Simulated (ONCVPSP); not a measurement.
**Hg (Z = 80): excitation energies, all-electron against ONCV**

- Element: Hg
- Generator: ONCVPSP 4.0.1
- Type: optimised norm-conserving Vanderbilt (ONCV)
- Functional: PBE
- Relativity: scalar-relativistic
- Frozen core: [Kr] 4d10 4f14
- Valence charge: 20
- Reference configuration: 5s2 5p6 5d10 6s1 (charge +1)
- Partial waves: 5s+6s: rc 1.35 bohr, ncon 3, nbas 7, qcut 10.4 1/bohr, 2 projectors; 5p: rc 1.60 bohr, ncon 4, nbas 8, qcut 7.2 1/bohr, 2 projectors, debl 2.6 Ha; 5d: rc 1.75 bohr, ncon 4, nbas 9, qcut 9.5 1/bohr, 2 projectors, debl 3.8 Ha; f scattering state at 0.03 Ha: rc 1.65 bohr, ncon 4, nbas 9, qcut 7.5 1/bohr, 1 projector
- Local potential: polynomial inside 0.95 bohr (lpopt 5, dvloc0 2 Ha)
- Core correction: Teter function, fcfact 5.5, rcfact 1.65

In the p channel the program set the typed energies aside and used -2.779, 0.250 Ha.

Energies are relative to the spin-unpolarised reference configuration 5s2 5p6 5d10 6s1; without spin polarisation the order of configurations can differ from experiment.

**Question.** Give the all-electron excitation energy and the error of the potential for: 5s2 5p6 5d10 6s2; 5s2 5p6 5d10 6s0; 5s2 5p6 5d9 6s0; 5s2 5p6 5d9 6s2 6p1.

**Answer.**

| valence configuration | charge | ΔE all-electron (eV) | error AE − PS (meV) |
| --- | --- | --- | --- |
| 5s2 5p6 5d10 6s2 | 0 | -10.688 | +1.1 |
| 5s2 5p6 5d10 6s0 | +2 | 18.976 | -11 |
| 5s2 5p6 5d9 6s0 | +3 | 54.502 | -27 |
| 5s2 5p6 5d9 6s2 6p1 | 0 | -0.316 | -13 |

Levels in the configuration 5s2 5p6 5d10 6s0:

```tsv
level	all-electron (eV)	pseudo (eV)
5s	-137.400	-137.414
5p	-85.786	-85.791
5d	-28.782	-28.781
```

Note: no bound ghost flagged; GHOST(+) flagged for s at 76.8 eV, p at 250.9 eV.
